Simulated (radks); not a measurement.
Valence configurations of Ho3+ (all share [Xe]). Method: scalar-relativistic Kohn-Sham, PBEsol, spin-polarised, spherical densities, finite nucleus; open shells are filled with parallel spins first (spin-orbit coupling, left out, can overturn this in heavy ions); Fermi nuclear charge, rms radius 5.2022 fm; computed with a radial shooting solver on a logarithmic mesh with Libxc functionals. Energies are relative to 4f10; eigenvalues in eV for spin up.

valence,E (eV),moment (Bohr magnetons),e(4f),e(5d),e(6p),e(6s)
4f10,0.000,4,-36.506,-,-,-
4f9 5d1,10.317,6,-44.272,-27.463,-,-
4f9 6s1,13.319,6,-47.536,-,-,-26.457
4f9 6p1,19.525,6,-48.756,-,-20.907,-
4f8 6s2,35.568,6,-59.721,-,-,-28.339
4f8 5d1 6p1,36.020,8,-57.356,-32.817,-21.571,-
4f8 6p2,47.794,8,-61.991,-,-23.419,-
4f7 5d2 6s1,50.863,10,-65.331,-34.147,-,-28.384
4f6 5d2 6s2,95.275,8,-78.353,-38.447,-,-30.118
4f5 5d2 6s1 6p2,162.31,10,-94.156,-45.035,-26.062,-34.074

NIST lists [Xe] 4f10 as the ground configuration; this level of theory agrees among the configurations tried. The energies are those of spherical high-spin densities, not of single terms.
